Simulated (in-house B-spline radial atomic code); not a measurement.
**Ar IV (Ar3+): 1s1 2s2 2p6 3s2 3p4 (with a hole in an inner shell)**

Method: Dirac-Hartree-Fock, average of configuration, Fermi nucleus of rms radius 3.4274 fm. Calculated with a B-spline radial code for spherical atoms.

Z_r = [3n² - l(l+1)]/(2<r>); Z_e = n√(-2ε); the last column is Slater's effective charge. Values are occupation-weighted means over j.

| shell | electrons | ε (eV) | <r> (bohr) | Z_r | Z_e | Slater |
| --- | --- | --- | --- | --- | --- | --- |
| 1s | 1 | -3516.5 | 0.08475 | 17.70 | 16.08 | 18.00 |
| 2s | 2 | -424.75 | 0.3924 | 15.29 | 11.17 | 14.70 |
| 2p | 6 | -355.32 | 0.3506 | 14.26 | 10.22 | 14.70 |
| 3s | 2 | -81.153 | 1.227 | 11.00 | 7.33 | 8.45 |
| 3p | 4 | -62.622 | 1.302 | 9.60 | 6.44 | 8.45 |

The least bound orbital is 3p3/2 at -62.52 eV, and it is also the most diffuse (<r> = 1.304 bohr). The part-filled 1s shell lies below the filled 3s shell in orbital energy.

Spin-orbit splittings of the orbital energies (j = l + 1/2 above j = l - 1/2 when positive): 2p 2.849 eV, 3p 0.322 eV.

For the 1s electron the small component carries 0.422 % of the norm, the zero-frequency Breit interaction raises the level by 0.6986 eV, self-energy by 1.188 eV, and vacuum polarisation lowers it by 0.08323 eV.
